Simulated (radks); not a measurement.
Results of a calculation; reference values are marked as such.
Task: These are the eigenvalues of the occupied orbitals of an atom or ion with whole-number occupations (eV). Code: a radial shooting solver on a logarithmic mesh with Libxc functionals. Model: Dirac Kohn-Sham, BLYP, spin-unpolarised, spherical densities, finite nucleus; Fermi nuclear charge, rms radius of each element as measured or else 0.836 A^(1/3) + 0.57 fm.

orbital  eigenvalue
1s1/2     -26526.65
2s1/2     -3949.471
2p1/2     -3678.191
2p3/2     -3485.634
3s1/2     -747.4351
3p1/2     -638.7068
3p3/2     -604.3215
3d3/2     -411.7796
3d5/2     -404.7900
4s1/2     -119.5271
4p1/2      -84.4991
4p3/2      -78.5702
4d3/2      -24.8342
4d5/2      -24.0842
5s1/2      -14.6009

Which element is it, and in what charge state? The configuration may be excited. Open shells, if any, are shared by 2j + 1.

Result: Z = 48, cadmium, charge +1: Cd+ in [Kr] 4d9 5s2. The list shows which subshells hold electrons but not how many an open one holds; the 1s level, -974.84 hartree, gives Z - s = 44.2 by -(Z - s)^2/2, which with screening and relativity narrows Z to a few neighbours, and the depths of the outer levels then fix element, charge and occupations together.
